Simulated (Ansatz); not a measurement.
Zn4O4H14⁺. The state is a doublet with charge 1. Geometry r2SCAN-D4/def2-SVP; atoms count from 1.

```xyz
22

Zn    1.8816   -1.5054    0.2649
O     0.4733    1.8852    0.7637
Zn    1.5208   -0.5442   -2.2182
O     0.4327   -1.9246   -1.2686
O    -1.5861    0.1801   -0.4030
Zn   -1.6426    1.8319    0.6504
Zn   -0.8305   -1.4164    0.2709
O    -1.3737    0.5829    2.3694
H     1.9131   -0.0020   -0.5623
H     2.8143   -2.4552    1.0464
H     1.0254    1.2457    0.2660
H     0.9382    2.7351    0.7197
H     0.2131    1.1403   -2.6927
H     2.2023   -0.4090   -3.5754
H     0.3554   -2.8048   -1.6712
H    -0.1650    0.9595   -2.0489
H    -2.1592    0.1375   -1.1812
H    -2.4298    3.1404    0.6748
H     0.4789   -1.4930    1.3825
H    -1.3082   -2.5350    1.3036
H    -0.6400    0.8600    2.9415
H    -2.1139    0.3908    2.9675
```

In the doublet geometry the species has come apart into loosely held pieces. In the charge 1 doublet, H13 and H16 lie 0.77 Å apart (atoms count from 1), so H2 has formed as a molecule.

Estimate the Mulliken populations from the PBE0/def2-TZVP orbitals of Ansatz.


```tsv
atom	charge (e)	spin (α − β)	d electrons
Zn1	0.20	0.10	10.02
O2	-0.59	0.00	–
Zn3	0.28	0.00	10.03
O4	-0.78	-0.01	–
O5	-0.80	0.01	–
Zn6	0.51	0.00	10.03
Zn7	0.49	0.09	10.02
O8	-0.62	0.00	–
H9	-0.09	0.00	–
H10	-0.01	0.12	–
H11	0.29	0.00	–
H12	0.39	0.00	–
H13	0.11	0.00	–
H14	-0.02	0.00	–
H15	0.39	0.00	–
H16	-0.02	0.00	–
H17	0.38	0.00	–
H18	-0.03	0.00	–
H19	0.08	0.30	–
H20	0.08	0.38	–
H21	0.39	0.00	–
H22	0.39	0.00	–
```
Mulliken values depend strongly on the basis.

Where does the spin sit?

Summed by element: Zn 0.20, O 0.01, H 0.80, of 1 unpaired in all. Largest on single atoms: H20 0.38, H19 0.30, H10 0.12.

And the Mayer bond orders between heavy atoms (over 0.3)?

Zn3–O4 0.33 (2.00 Å); O4–Zn7 0.31 (2.06 Å); O5–Zn6 0.39 (1.96 Å); O5–Zn7 0.52 (1.89 Å).
